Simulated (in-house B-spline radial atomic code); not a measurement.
Configurations of Er2+, with energies counted from [Xe] 4f12. Level of theory: scalar-relativistic (X2C) B3LYP, spin-polarised, spherical fractional occupations, Fermi nucleus of rms radius 5.2516 fm; calculated with a B-spline radial code for spherical atoms. Shells without spins written out take the highest spin.

Caution: exact exchange at fractional occupations of open shells leaves self-interaction of up to several eV.

Occupations are held fixed; configurations that lie above the ionisation limit could autoionise.

```json
{"configuration": "[Xe] 4f11 6s1", "E - E(ref) (eV)": "4.7085", "highest orbital": "6s up", "its <r> (bohr)": "3.158"}
{"configuration": "[Kr] 4d10 4f12 5s2 5p5 6s1", "E - E(ref) (eV)": "27.42", "highest orbital": "6s up", "its <r> (bohr)": "3.172"}
{"configuration": "[Kr] 4d10 4f(5 up, 7 down) 5s2 5p(3 up, 2 down) 6d(1 up, 0 down)", "E - E(ref) (eV)": "39.248", "highest orbital": "6d up", "its <r> (bohr)": "5.686"}
{"configuration": "[Kr] 4d10 4f12 5s2 5p5 5f1", "E - E(ref) (eV)": "40.324", "highest orbital": "5f up", "its <r> (bohr)": "5.782"}
{"configuration": "[Kr] 4d10 4f12 5s2 5p5 6f1", "E - E(ref) (eV)": "42.817", "highest orbital": "6f up", "its <r> (bohr)": "9.877"}
{"configuration": "[Kr] 4d(4 up, 5 down) 4f(5 up, 7 down) 5s2 5p6 6d(0 up, 1 down)", "E - E(ref) (eV)": "182.97", "highest orbital": "6d down", "its <r> (bohr)": "5.626"}
```

Order these further configurations by energy, lowest first.
A. [Kr] 4d10 4f12 5s2 5p5 6p1
B. [Kr] 4d9 4f12 5s2 5p6 6p1
C. [Kr] 4d(4 up, 5 down) 4f(7 up, 5 down) 5s2 5p6 5d(1 up, 0 down)
D. [Kr] 4d10 4f(5 up, 7 down) 5s2 5p(3 up, 2 down) 6s(1 up, 0 down)
E. [Kr] 4d10 4f13 5s2 5p5

E (24.617 eV), D (28.126 eV), A (32.81 eV), C (175.51 eV), B (177.15 eV).

How far above the reference does [Xe] 4f11 6p1 lie?

10.115 eV; its least bound orbital is 6p up with <r> = 3.868 bohr.

How far above the reference does [Kr] 4d9 4f12 5s2 5p6 6s1 lie?

171.74 eV; its least bound orbital is 6s up with <r> = 3.156 bohr.
